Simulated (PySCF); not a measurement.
C₄H₃FOS, SMILES c1c(cc(s1)O)F. Atoms are numbered in the order given.

```xyz
10

O      1.1307     2.1823     0.0000
C      0.5189     0.9823     0.0000
C      1.1515    -0.2288     0.0000
C      0.1919    -1.2916     0.0000
F      0.5737    -2.5683     0.0000
C     -1.1124    -0.9015     0.0000
S     -1.2136     0.8304     0.0000
H      0.4802     2.8941     0.0000
H      2.2326    -0.3619     0.0000
H     -2.0033    -1.5259     0.0000
```
Charge 0, spin multiplicity 1.

Coordinates come from a ωB97X-D3(BJ)/def2-SVP optimisation. The values are those of a single conformer.

The numbers are results of PBE/pcSseg-1 run with PySCF, not measurements.

GIAO shieldings, no solvent; atoms alike by connectivity are averaged. δ = σ(ref) − σ: ¹⁷O against H2O (σ = 334.3 ppm); ¹³C against TMS (σ = 182.0 ppm); ¹⁹F against CFCl3 (σ = 133.6 ppm); ³³S against H2S (σ = 706.5 ppm); ¹H against TMS (σ = 31.49 ppm), references at their B3LYP-D3(BJ)/def2-TZVP geometries, non-relativistic.

| nucleus | atoms | count | δ (ppm) |
|---|---|---|---|
| ¹⁷O | O1 | 1 | 131.9 |
| ¹³C | C4 | 1 | 164.8 |
| ¹³C | C2 | 1 | 164.6 |
| ¹³C | C3 | 1 | 99.7 |
| ¹³C | C6 | 1 | 90.8 |
| ¹⁹F | F5 | 1 | -143.4 |
| ³³S | S7 | 1 | 367.1 |
| ¹H | H9 | 1 | 6.31 |
| ¹H | H10 | 1 | 5.65 |
| ¹H | H8 | 1 | 4.16 |
